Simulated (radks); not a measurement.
All-electron atom: the cerium ion Ce41+ in [Ne] 3s2 3p5. Method: Dirac Kohn-Sham, exchange-only PBE, spin-unpolarised, spherical densities, finite nucleus; open shells fill j = l - 1/2 first; Fermi nuclear charge, rms radius 4.8771 fm; computed with a radial shooting solver on a logarithmic mesh with Libxc functionals.

Unscreened Slater integrals over Kohn-Sham orbitals (hartree). Large and small components are both included.

| integral | value |
|---|---|
| F0(3p3/2,3p3/2) | 3.5834 |
| F2(3p3/2,3p3/2) | 1.7943 |
| F0(3p3/2,3p1/2) | 3.6505 |
| G2(3p3/2,3p1/2) | 1.8049 |
| F0(3p3/2,3s1/2) | 3.5492 |
| G1(3p3/2,3s1/2) | 2.2956 |
| F0(3p3/2,2p3/2) | 4.7415 |
| F2(3p3/2,2p3/2) | 1.2235 |
| G0(3p3/2,2p3/2) | 0.48747 |
| G2(3p3/2,2p3/2) | 0.53632 |
| F0(3p1/2,3p1/2) | 3.7232 |
| F0(3p1/2,3s1/2) | 3.6128 |
| G1(3p1/2,3s1/2) | 2.2819 |
| F0(3p1/2,2p3/2) | 4.8966 |
| G2(3p1/2,2p3/2) | 0.53047 |
| F0(3s1/2,3s1/2) | 3.5242 |
| F0(3s1/2,2p3/2) | 4.6132 |
| G1(3s1/2,2p3/2) | 0.47029 |
| F0(2p3/2,2p3/2) | 9.7984 |
| F2(2p3/2,2p3/2) | 4.6715 |
